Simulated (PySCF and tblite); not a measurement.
The numbers below are computed, except where a source is named.
System: C₄H₈GeO₂, numbered as in [CH2:1]=[CH:2][C@H:3]([GeH3:4])[C:5](=[O:6])[OH:7].

Motion: shift of H on O7 from O7 to O6. GFN2-xTB gives an electronic barrier of 33.1 kcal/mol and a reaction energy of 0.1 kcal/mol.

Tunnelling of the moving H, left out here, will speed the real process. In real samples such hydrogens mostly exchange between molecules or through solvent, far faster than by this path. Spin–orbit effects of heavy atoms on shieldings are missing.

(1) What does PBE0/pcSseg-1 + D3(BJ) give on PBE0-D3(BJ)/def2-SVP geometries?

(2) And the level of the geometries itself, PBE0-D3(BJ)/def2-SVP?

Programs: tblite and PySCF.

Results:

(1) A barrier of 32.5 kcal/mol, 0.6 below the tight-binding barrier (from unrounded values), a reaction energy of 0.8 kcal/mol and, with GFN2-xTB thermal terms, ΔG‡(298 K) = 29.5 kcal/mol and k = 1.4×10⁻⁹ s⁻¹ (1 equivalent path).

(2) 32.7 kcal/mol.
